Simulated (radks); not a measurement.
Results of a calculation; reference values are marked as such.
Q: The mean radii <r> (bohr) of the occupied orbitals of an atom or ion are listed with their occupations. Code: a radial shooting solver on a logarithmic mesh with Libxc functionals. Model: scalar-relativistic Kohn-Sham, PBE, spin-unpolarised, spherical densities, finite nucleus; Fermi nuclear charge, rms radius of each element as measured or else 0.836 A^(1/3) + 0.57 fm.

orbital  occ.      <r>
1s          2  0.01580
2s          2  0.06649
2p          6  0.06054
3s          2   0.1716
3p          6   0.1737
3d         10   0.1575
4s          2   0.3771
4p          6   0.4025
4d         10   0.4224
5s          2   0.8307
4f         14   0.4409
5p          6   0.9461
5d         10    1.205
6s          1    1.953

Name the element and its charge.

A: Z = 83, bismuth, charge +4: Bi4+ in [Xe] 4f14 5d10 6s1. The 1s radius gives Z: for a bare nucleus <r> = (2 gamma + 1)/(2Z) with gamma = sqrt(1 - (Z/c)^2), 0.01561 bohr for Z = 83, and screening makes it slightly larger (0.01580 here). The occupations add up to 79, and the charge is Z minus that.
